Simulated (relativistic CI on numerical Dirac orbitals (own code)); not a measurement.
## Sensitivity of the levels of Ir LIV to α and to the nuclear radius

These numbers are calculated, not measured: Dirac-Coulomb-Breit CI, KLI orbitals optimised for each configuration, derivatives by finite differences, unscaled Slater integrals, QED left out (own radial code, finite nucleus).

CI space (outside the closed core [Ne]): 3s2 3p6 3d6, 3s2 3p5 3d7, 3s2 3p4 3d8, 3s 3p6 3d7, 3p6 3d8, 3s 3p5 3d8, 3s2 3p6 3d5 4s, 3s2 3p6 3d5 4p. Levels of other configurations are missing.

With x = (α/α₀)² − 1 an excitation energy changes as ω = ω₀ + qx; K = 2q/ω₀ is the relative enhancement. Terms are leading LS components, so labels can repeat. The field-shift factor is F = δν/δ⟨r²⟩ for the transition from the lowest level.

Lowest level 3s2 3p6 3d6 3F_4.

| Level | ω₀ (cm⁻¹) | q (cm⁻¹) | K | F (GHz/fm²) |
| --- | --- | --- | --- | --- |
| 3s2 3p6 3d6 3P_2 | 67169 | 11420 | 0.34 | -0.506 |
| 3s2 3p6 3d6 3P_0 | 223801 | 51420 | 0.46 | 2.23 |
| 3s2 3p6 3d6 5D_3 | 622163 | 702400 | 2.26 | 20.3 |
| 3s2 3p6 3d6 5D_4 | 632704 | 681000 | 2.15 | 20.2 |
| 3s2 3p6 3d6 5D_1 | 663580 | 708800 | 2.14 | 20.4 |
| 3s2 3p6 3d6 3H_6 | 701327 | 666800 | 1.9 | 20.7 |
| 3s2 3p6 3d6 3G_5 | 701717 | 673700 | 1.92 | 20.5 |
| 3s2 3p6 3d6 3F_2 | 760457 | 690900 | 1.82 | 19.6 |
| 3s2 3p6 3d6 3D_3 | 773881 | 691300 | 1.79 | 20.7 |
| 3s2 3p6 3d6 3P_0 | 852887 | 676900 | 1.59 | 20.2 |
| 3s2 3p6 3d6 1G_4 | 893424 | 702100 | 1.57 | 21.9 |
| 3s2 3p6 3d6 3D_2 | 901418 | 723300 | 1.6 | 22 |
| 3s2 3p6 3d6 3P_1 | 901576 | 714200 | 1.58 | 21.5 |
| 3s2 3p6 3d6 3F_3 | 915180 | 692500 | 1.51 | 21.4 |
| 3s2 3p6 3d6 5D_2 | 1289933 | 1.391e+06 | 2.16 | 39.9 |
| 3s2 3p6 3d6 5D_0 | 1314364 | 1.387e+06 | 2.11 | 40.9 |
| 3s2 3p6 3d6 3H_4 | 1341845 | 1.373e+06 | 2.05 | 40.4 |
| 3s2 3p6 3d6 5D_3 | 1370389 | 1.371e+06 | 2 | 40.2 |
| 3s2 3p6 3d6 3H_5 | 1379117 | 1.37e+06 | 1.99 | 41 |
| 3s2 3p6 3d6 1I_6 | 1407284 | 1.357e+06 | 1.93 | 41.4 |
| 3s2 3p6 3d6 3F_3 | 1438381 | 1.386e+06 | 1.93 | 41 |
| 3s2 3p6 3d6 3D_1 | 1457539 | 1.369e+06 | 1.88 | 40 |
| 3s2 3p6 3d6 1G_4 | 1474120 | 1.361e+06 | 1.85 | 40.8 |

At this charge energies of transitions that change n are usually good to better than 1 %, and those within a shell (Δn = 0) to a few per cent.
